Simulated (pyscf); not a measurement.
## `[Cl][In]([Cl])[Cl]`, singlet

Gas-phase minimum from PySCF at ωB97X-D3(BJ)/def2-SVP, one conformer. 

SMILES: [Cl][In]([Cl])[Cl]
```xyz
4

Cl     1.7451     2.0769    -1.0599
In     0.3020     0.4806    -0.2291
Cl     0.3839    -0.1037     2.0011
Cl    -1.2231    -0.5321    -1.6325
```
Charge 0, spin multiplicity 1.

Bonded distances (Å): Cl1–In2 2.307, In2–Cl3 2.307, In2–Cl4 2.307. Angles (°): Cl1–In2–Cl3 120.1, Cl1–In2–Cl4 119.9, Cl3–In2–Cl4 120.0.

Properties at ωB97X-D3(BJ)/def2-SVP:

```json
{
 "harmonic_wavenumbers_unscaled": "95, 96, 103, 363, 421, 421 cm⁻¹",
 "zero_point_energy": "2.1 kcal/mol",
 "rotational_symmetry_number": "6",
 "Entropy of this conformer at 298 K and 1 atm, rigid rotor and harmonic oscillator, modes under 100 cm⁻¹ raised to 100": "338.2 J/(mol K)",
 "dipole_moment": "0.01 D"
}
```

Single-point totals, which compare only within one level (frozen core for MP2 and CC):

```
level                   total energy (hartree)
----------------------  ----------------------
ωB97X-D3(BJ)/def2-TZVP             -1571.02385
PBE/def2-TZVP                      -1570.37005
r²SCAN/def2-TZVP                   -1570.91526
B3LYP-D3(BJ)/def2-TZVP             -1571.04913
PBE0-D3(BJ)/def2-TZVP              -1570.48449
M06-2X/def2-TZVP                   -1570.82589
ωB97M-D3(BJ)/def2-TZVP             -1571.11227
HF/def2-TZVPP                      -1567.91940
MP2/def2-TZVPP                     -1568.74743
CCSD/def2-TZVPP                    -1568.78582
CCSD(T)/def2-TZVPP                 -1568.82057
```

The CCSD(T) − MP2 part came from Ansatz, without density fitting, on the same reference. The frozen core leaves the outer d or s,p core shells of the metals and heavy elements correlated in the MP2 and CC values, and def2-TZVPP describes them poorly, so these totals are far from the basis limit. Elements past Kr carry the def2 core potentials, without spin-orbit coupling.
